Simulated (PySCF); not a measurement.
## CsCl: frontier orbitals

PBE0 at R = 2.999 Å; PySCF, scalar-relativistic core potentials, basis sets Cs def2-SVPD with ECP46, Cl def2-SVPD. State: ¹Σ⁺ (singlet), closed shell. Only the outer orbitals are listed, counted within each symmetry, core potentials removing the inner ones.

| orbital | occ. | ε (eV) | on Cs (%) | main shells (%) |
| --- | --- | --- | --- | --- |
| 4σ | 2 | -29.53 | 100 | 100 Cs s |
| 5σ | 2 | -18.59 | 3 | 96 Cl s |
| 2π | 2 | -15.18 | 100 | 100 Cs p |
| 2π | 2 | -15.18 | 100 | 100 Cs p |
| 6σ | 2 | -14.84 | 95 | 95 Cs p |
| 7σ | 2 | -6.00 | 6 | 94 Cl p |
| 3π | 2 | -5.88 | 1 | 99 Cl p |
| 3π | 2 | -5.88 | 1 | 99 Cl p |
| 8σ | 0 | -1.20 | 106 | 96 Cs s, 10 Cs p |
| 4π | 0 | -0.06 | 99 | 89 Cs p, 10 Cs d |
| 4π | 0 | -0.06 | 99 | 89 Cs p, 10 Cs d |

Problem. Which are the highest filled and the lowest empty level, where do they sit, and how wide is the gap?

Solution. Highest filled 3π at -5.88 eV (in %: 99 Cl p); lowest empty 8σ at -1.20 eV (in %: 96 Cs s, 10 Cs p); the gap at PBE0 is 4.68 eV.

- bond order (Mayer): 0.24
- ⟨S²⟩: 0.000
- charge on Cs (Mulliken, basis-dependent): 0.88
- charge on Cs (Löwdin, basis-dependent): 0.78
- dipole moment (positive dipole means Cs(−)Cl(+)): -11.09 D
- polarisability along the bond: 63.5 bohr³
- polarisability across the bond: 39.7 bohr³

Shares are Mulliken populations and can fall outside 0 to 100 %.

Spin–orbit coupling is left out.
